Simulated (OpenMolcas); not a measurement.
Si³⁺: effect of the active space

```json
{
  "Program": "OpenMolcas",
  "Method": "CASSCF or its RAS form",
  "Basis": "ANO-RCC-VTZP",
  "Scalar Hamiltonian": "DKH3, point nucleus",
  "Spin-orbit coupling": "state interaction with AMFI integrals over the reference wave functions, term energies averaged over their components"
}
```

A. 1 electron in 8 orbitals (3s 3p 4s 4p); 2S+1 = 2 even, 1 root; 2S+1 = 2 odd, 3 roots; cost about 18 core-seconds
B. 1 electron in 9 orbitals (RAS2 3s 3p; RAS3 3d, at most 1 electron); 2S+1 = 2 even, 1 root; 2S+1 = 2 odd, 3 roots; cost of the order of 20 core-seconds

Energies in cm⁻¹ above 3s ²S_1/2, the measured ground level; measured values from NIST levels in Kelleher and Podobedova, J. Phys. Chem. Ref. Data 37, 1285 (2008).

| Level | A | B | Measured |
| --- | --- | --- | --- |
| 3s ²S_1/2 | 0.0 | 0.0 | 0.0 |
| 3p ²P°_1/2 | 70650 | 70650 | 71288 |
| 3p ²P°_3/2 | 71022 | 71022 | 71749 |

Deviations, from unrounded energies. A percentage is the sum of absolute deviations over the sum of measured energies, with the sign that they share, or ± where signs differ.

```tsv
Against measurement	Levels	A	B
mean absolute deviation (cm-1)	2	680	680
other configurations (%)	2	-1.0	-1.0
```

A, B lie about equally close to measurement. The largest miss of A in the table is 3p ²P°_3/2, by -730 cm-1. The ranking rests on the paired levels alone, and a cruder setting can come out closer through cancelling errors.

Between A and B no level of the table moves by more than 5 cm-1.

With one active electron the reference holds no correlation, so core polarisation is missing. With one active electron outside closed inactive shells, the extra shells (4p 4s) add no correlation to the reference (holds for A). With one active electron outside closed inactive shells, the extra shells (3d) add no correlation to the reference (holds for B). Computed and measured levels are paired by configuration, term and J; levels that our copy of the source lacks, or whose pairing is in doubt (as where it misses far off the trend of its configuration), stay unpaired and out of the deviations. Only configurations of the active space appear.

° marks odd parity.
